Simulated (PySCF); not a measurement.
C2H3, SMILES [CH][CH2+] (connectivity only; charge and spin as stated), charge +1, multiplicity 1. The structure is a stationary point at B3LYP-D3(BJ)/def2-TZVP.

These are B3LYP-D3(BJ)/def2-TZVP (PySCF 2.14.0) values and carry that method's errors.

Harmonic wavenumbers (cm⁻¹): 293, 657, 853, 1081, 1181, 1781, 2999, 3047, 3290. Rotational constants (GHz): 284.1, 33.18, 29.71; symmetry number 2.

Work out the zero-point energy and the ideal-gas rigid-rotor harmonic-oscillator thermochemistry at 298.15 K and 1 atm.

ZPE = ½ Σ hcν = ½ × 15181 cm⁻¹ = 90.80 kJ/mol. H − E(el) = 102.48 kJ/mol. Entropy in J/(mol K): translation 149.87, rotation 68.26, vibration 8.79, total 226.92. G − E(el) = 34.82 kJ/mol. Cp = 48.78 J/(mol K).
